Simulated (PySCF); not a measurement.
Compound: C7H9O2P.
SMILES with atom numbers: `[CH:1]#[C:2][P@:3](=[O:4])([C:5]([CH3:6])=[O:7])[CH:8]1[CH2:9][CH2:10]1`

Structure used (GFN2-xTB), in Å, numbered top down from 1:
```
atom  x, y, z in Å
C1    -1.0611    0.8852   -2.9122
C2    -0.6138    0.6876   -1.8147
P3     0.0855    0.4643   -0.1976
O4     0.3255    1.7041    0.5484
C5     1.6366   -0.5187   -0.6066
C6     2.8722    0.3021   -0.4810
O7     1.5730   -1.6741   -0.9229
C8    -1.0274   -0.7352    0.5875
C9    -2.2522   -0.1503    1.2305
C10   -1.1309   -0.6381    2.0811
H11   -1.4655    1.0437   -3.8704
H12    2.7682    1.1803   -1.1195
H13    2.9335    0.6670    0.5449
H14    3.7641   -0.2625   -0.7419
H15   -1.0821   -1.7027    0.1083
H16   -2.3899    0.9193    1.1526
H17   -3.1694   -0.7187    1.1906
H18   -1.2546   -1.5516    2.6429
H19   -0.5214    0.1076    2.5725
```

Probes without a nucleus sit at each ring's centroid and 1 Å off its mean plane on both sides; NICS is minus the shielding there, NICSzz its component along the normal. Level: GIAO PBE0/pcSseg-1 (PySCF, non-relativistic, gas phase) on the GFN2-xTB geometry, one conformer.

Ring bond lengths (Å), with Mayer bond orders in brackets: C8–C9 1.502 (0.93), C9–C10 1.490 (0.98), C10–C8 1.500 (0.93).

Question: What do the NICS probes read (ppm)?

Answer: 
| ring | type | NICS(0) | NICS(1), two faces | NICS(1)zz, two faces | rms pucker (Å) | centre to ring atoms, mean (Å) |
| --- | --- | --- | --- | --- | --- | --- |
| C8–C9–C10 | 3-membered carbocycle; formal bonds all single | -45.3 | -8.5 / -9.8 | -24.2 / -25.3 | 0.00 | 0.86 |

Question: What do they say, and how far can they be read as aromaticity?

Answer: 
- C8–C9–C10: mean NICS(1)zz -24.8 ppm, shielded. C8, C9, C10 have four or more neighbours, and the NICS criterion for π rings isn't applied. NICS(0) lies 36 ppm below the mean NICS(1).

Question: What field does 14.1 T along the ring normal induce along that normal at the first NICS(1) probe listed for ring C8–C9–C10, 1 Å off the ring?

Answer: NICSzz × B0 = -24.2 ppm × 14.1 T = -341 μT, against the applied field.

Question: How shielded are the nuclei of the rings and their hydrogens (means over atoms taken as equivalent)?

Answer: 
| atoms | environment | σ isotropic (ppm) | principal values of the symmetric part, first atom (ppm) |
| --- | --- | --- | --- |
| C8 | sp3 carbon bound to phosphorus | 176.4 | 141.5, 165.2, 222.4 |
| C9 | three-membered-ring carbon | 184.7 | 158.7, 180.9, 214.5 |
| C10 | three-membered-ring carbon | 183.4 | 157.4, 181.6, 211.3 |
| H15 | methine hydrogen | 30.40 | 23.4, 27.6, 40.2 |
| H16 | methylene hydrogen | 30.82 | 24.8, 28.6, 39.1 |
| H17 | methylene hydrogen | 30.89 | 25.3, 25.9, 41.5 |
| H18 | methylene hydrogen | 31.06 | 25.3, 26.0, 41.8 |
| H19 | methylene hydrogen | 30.75 | 24.3, 29.1, 38.9 |
